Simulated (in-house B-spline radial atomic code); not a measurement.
Atomic self-consistent-field run: Al5+. Level of theory: non-relativistic SCAN, spin-polarised, spherical fractional occupations, point nucleus; calculated with an all-electron radial atomic-structure program (B-spline basis).

Command:
```bash
python run_scf.py task.json out
```
Settings:
```
Z                13
configuration    [He] 2s2 2p4
hamiltonian      nr
method           scan,scan
spin_polarised   True
```

Output (hartree, bohr):
```
 radial grid: 39 intervals, B-splines of order 8, outer radius 7.0175 bohr

 iter        energy (Eh)    residual
    1        -230.270831    2.71e-02
    2        -230.272195    1.29e-03
    3        -230.272199    6.54e-04
    4        -230.272200    3.39e-04
    5        -230.272201    2.30e-05
    6        -230.272201    5.98e-06
    7        -230.272201    3.58e-07
    8        -230.272201    5.31e-09

 total energy                      -230.27220
 kinetic                             230.0241
 electron-nucleus                   -517.5813
 Hartree                              72.8607
 exchange-correlation                -15.5756

 orbital      occ     eigenvalue          <r>       <r^2>       <1/r>     <1/r^2>       <r^4>       r_max
 1s up      1.000       -60.5529     0.120513   0.0195515     12.5753     319.775  0.00099097     0.07873
 1s down    1.000       -60.3802     0.120102   0.0194017     12.6053     320.984 0.000973953     0.07864
 2s up      1.000        -8.0414     0.581731    0.400131     2.51772     26.2658    0.281906      0.4787
 2s down    1.000        -7.7308     0.590215    0.412277     2.46965     25.1495    0.301003      0.4827
 2p up      3.000        -6.6777      0.53388    0.351866     2.42296     8.16095    0.254183      0.4034
 2p down    1.000        -6.3051     0.546591    0.370016     2.37718     7.90047    0.283732      0.4105
```

